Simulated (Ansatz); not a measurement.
Start from `[OH][Ti]([OH])([Cl])[Cl]` and change one element to get `[OH][Zr]([OH])([Cl])[Cl]`.

Ansatz, PBE0-D4/def2-TZVP geometries, multiplicity 1. Each molecule was computed in one conformer, which needn't be the lowest.

Elements past krypton have def2 core potentials. Scalar relativity is left out up to krypton.

```
                               property  `[OH][Ti]([OH])([Cl])[Cl]`
    HOMO–LUMO gap (PBE/def2-TZVPP) / eV                        3.93
   HOMO–LUMO gap (PBE0/def2-TZVPP) / eV                        6.24
    HOMO energy (B3LYP/def2-TZVPP) / eV                       -8.67
  LUMO energy (ωB97M-V/def2-TZVPP) / eV                       -0.52
     HOMO energy (PBE0/def2-TZVPP) / eV                       -8.95
HOMO–LUMO gap (ωB97M-V/def2-TZVPP) / eV                       10.62
```

(1) What does the change do to each property? (Estimate.)

## Answers

(1) The calculation gave: 
| property | `[OH][Zr]([OH])([Cl])[Cl]` | shift |
| --- | --- | --- |
| HOMO–LUMO gap (PBE/def2-TZVPP) / eV | 5.48 | 1.55 |
| HOMO–LUMO gap (PBE0/def2-TZVPP) / eV | 7.70 | 1.46 |
| HOMO energy (B3LYP/def2-TZVPP) / eV | -8.64 | 0.03 |
| LUMO energy (ωB97M-V/def2-TZVPP) / eV | 0.49 | 1.01 |
| HOMO energy (PBE0/def2-TZVPP) / eV | -8.93 | 0.02 |
| HOMO–LUMO gap (ωB97M-V/def2-TZVPP) / eV | 11.65 | 1.03 |

B3LYP here is the variant with VWN-RPA as its local correlation; programs differ in this.
